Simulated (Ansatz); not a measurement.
A run for Ansatz (a program for electronic structure): R-BHLYP/def2-TZVPPD on H4OSi (SMILES O[SiH3]). Files ending in .json are basis or fitting sets from the Basis Set Exchange.

Ansatz 0.2 input:
```yaml
crystal:
  periodic: [false, false, false]
  atoms:
    - {symbol: O, position_ang: [0.99840425, 0.22456363, 3.79927971]}
    - {symbol: Si, position_ang: [-0.56626325, 0.08903396, 4.31042632]}
    - {symbol: H, position_ang: [1.16267412, 0.19516466, 2.85327870]}
    - {symbol: H, position_ang: [-1.41558770, 1.18098877, 3.77246986]}
    - {symbol: H, position_ang: [-0.52067645, 0.16916130, 5.78369455]}
    - {symbol: H, position_ang: [-1.16955970, -1.20187235, 3.89447379]}
basis:
  gaussian:
    orbitals: def2-TZVPPD.json
hamiltonian:
  xc: {name: BHLYP}
scf: {lower_state_search: off}
```

The log:

```
Functional definition: BHLYP
[...]
these checks for a lower state are left out or cut short: stability, starts, cluster_reference, orbital_swaps, neighbouring_geometries, increment
integrals: 0.05 GiB planned
788 factors; their error is unknown
mean field: 0.54 GiB planned
mean field evaluation 1: about -9987.6598 eV, gradient 4.6e1 eV
mean field evaluation 2: about -9985.3302 eV, gradient 5.8e1 eV
mean field evaluation 4: about -9990.9834 eV, gradient 4.6e-1 eV
mean field evaluation 8: about -9991.0443 eV, gradient 2.8e-1 eV
mean field evaluation 16: about -9991.0444 eV, gradient 2.3e-6 eV
mean field -9991.04436072 eV, -367.1641080832 hartree, gradient 2.3e-6 eV, S^2 0.000000; 0 other end points of the search recorded, 0 dependent functions left out
reference -9991.04452036 eV, -367.1641139499 hartree; 13, 13 occupied and 143, 143 virtual orbitals, 788 factors
Total energy: -9991.04452036 eV, -367.1641139499 hartree
Checks for a lower state left out: stability, starts, cluster_reference, orbital_swaps, neighbouring_geometries, increment
```

The calculation finished and met its thresholds.

Cost: about 3.0 core-seconds (a rough figure).
